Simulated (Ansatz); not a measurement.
The cluster B8Sb8. Total charge 0; singlet. Geometry PBE-D4/def2-SVP.

```csv
atom,x (Å),y (Å),z (Å)
B1,-0.704,-1.349,-1.282
B2,0.547,-0.200,-0.804
B3,-0.030,-1.128,0.525
B4,-1.226,0.045,1.275
B5,0.494,1.508,-0.649
B6,-0.985,1.583,0.202
B7,0.232,0.624,0.889
B8,1.615,-1.464,0.022
Sb9,-3.115,1.621,-0.337
Sb10,1.375,-2.082,-2.091
Sb11,-1.158,0.642,-2.321
Sb12,-1.759,-2.604,0.235
Sb13,2.672,2.241,-0.375
Sb14,1.882,1.448,2.288
Sb15,3.484,-0.358,0.809
Sb16,-3.324,-0.528,1.616
```

In the def2 sets Sb takes a core potential; there is no spin–orbit coupling. Single mean-field runs in def2-TZVP are fitted with def2-universal-jkfit. The restricted singlet is unstable towards broken spin symmetry in Hartree–Fock (as tested in another run); at PBE-D4/def2-SVP, PBE-D4/def2-TZVP, r2SCAN-D4/def2-TZVP, PBE0-D4/def2-SVP and others this wasn't settled. The structure comes from a short search, and lower isomers may exist.

Q: Estimate the orbital energies around the gap (eV) in Ansatz with PBE-D4/def2-SVP, PBE-D4/def2-TZVP, r2SCAN-D4/def2-TZVP, PBE0-D4/def2-SVP, PBE0-D4/def2-TZVP.

A: 
| orbital | PBE-D4/def2-SVP | PBE-D4/def2-TZVP | r2SCAN-D4/def2-TZVP | PBE0-D4/def2-SVP | PBE0-D4/def2-TZVP |
| --- | --- | --- | --- | --- | --- |
| HOMO−9 | -6.32 | -6.36 | -6.63 | -7.28 | -7.29 |
| HOMO−8 | -6.26 | -6.28 | -6.55 | -7.16 | -7.15 |
| HOMO−7 | -6.13 | -6.17 | -6.42 | -7.05 | -7.06 |
| HOMO−6 | -5.93 | -5.94 | -6.19 | -6.84 | -6.82 |
| HOMO−5 | -5.72 | -5.76 | -6.00 | -6.59 | -6.59 |
| HOMO−4 | -5.54 | -5.57 | -5.80 | -6.36 | -6.37 |
| HOMO−3 | -5.34 | -5.38 | -5.60 | -6.18 | -6.18 |
| HOMO−2 | -5.29 | -5.32 | -5.52 | -6.13 | -6.12 |
| HOMO−1 | -5.05 | -5.09 | -5.29 | -5.89 | -5.89 |
| HOMO | -4.80 | -4.85 | -5.04 | -5.55 | -5.57 |
| LUMO | -3.59 | -3.66 | -3.67 | -3.11 | -3.14 |
| LUMO+1 | -3.37 | -3.42 | -3.43 | -2.86 | -2.87 |
| LUMO+2 | -2.82 | -2.89 | -2.86 | -2.30 | -2.34 |
| LUMO+3 | -2.69 | -2.77 | -2.71 | -2.12 | -2.18 |
| LUMO+4 | -2.36 | -2.45 | -2.41 | -1.77 | -1.84 |
| LUMO+5 | -2.05 | -2.19 | -2.12 | -1.42 | -1.55 |
